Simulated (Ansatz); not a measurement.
Born–Oppenheimer molecular dynamics of ClF2GeH (5 atoms, charge 0, multiplicity 1). It starts from a relaxed structure.

Theory: RKS B3LYP-D4/def2-SVP (Ansatz).

- ensemble: NVT, Langevin thermostat
- time step: 0.5 fs
- steps asked: 100
- set temperature: 500 K
- friction: 0.001 /fs
- seed: 564821

First frame:

```xyz
5
Properties=species:S:1:pos:R:3
Ge -0.025 0.044 0.047
H 0.005 -0.009 1.570
F 1.580 0.010 -0.587
Cl -1.015 1.759 -0.751
F -0.798 -1.363 -0.587
```

Q: How far do the bonds stretch over the last three quarters of this one trajectory? (Pairs bonded in most of those frames.)

A: 
```json
{"bond": "Ge1–H2", "mean (Å)": "1.526", "spread (Å)": "0.022", "shortest": "1.49", "longest": "1.56"}
{"bond": "Ge1–F3", "mean (Å)": "1.738", "spread (Å)": "0.034", "shortest": "1.67", "longest": "1.78"}
{"bond": "Ge1–Cl4", "mean (Å)": "2.140", "spread (Å)": "0.005", "shortest": "2.13", "longest": "2.15"}
{"bond": "Ge1–F5", "mean (Å)": "1.748", "spread (Å)": "0.046", "shortest": "1.66", "longest": "1.81"}
```

Mean temperature of the second half: 210 K. The mean temperature of the second half is 58 % below the set value. A run of 0.05 ps of so small a system gives no equilibrium averages.

Time of the run: 5.8 min on 1 thread of Arm Neoverse V1 (shared host), peak memory 0.17 GiB.
